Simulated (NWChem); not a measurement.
GeSe, singlet; SMILES [Ge]=[Se]

```xyz
2

Ge     0.0000     0.0000    -1.1028
Se     0.0000     0.0000     1.0376
```
Atoms are numbered in this order, from 1.

Results from NWChem. Geometry optimised at PBE0-D3(BJ)/def2-TZVP; all other runs use it. Low-valent species are run as closed-shell singlets; no triplet was tried in these runs. This build's default masses of Se (78.918 u) and Br (79.917 u) are each other's, which moves their modes by up to 0.6 %. Vzz has the sign of the potential's second derivative.

```
quantity                                                    level       value
-----------------------------------------  ----------------------  ----------
−ε(HOMO) (eV)                               CAM-B3LYP/aug-cc-pVDZ        8.77
isotropic polarisability (bohr³), static      BHandHLYP/def2-SVPD  (withheld)
Vzz Ge1 (a.u.)                                       PBE0/cc-pVTZ      -3.616
vertical, lowest excitation, singlet (eV)  B3LYP/aug-cc-pVDZ, TDA  (withheld)
orbital gap (eV)                                     PBE/def2-SVP  (withheld)
dipole (D)                                  PBE0-D3(BJ)/def2-TZVP        1.90
highest harmonic frequency (cm⁻¹)           PBE0-D3(BJ)/def2-TZVP         419
```

Some entries are withheld; supply them.


- isotropic polarisability (bohr³), static, value: 60.1
- vertical, lowest excitation, singlet (eV), value: 3.39
- orbital gap (eV), value: 3.48
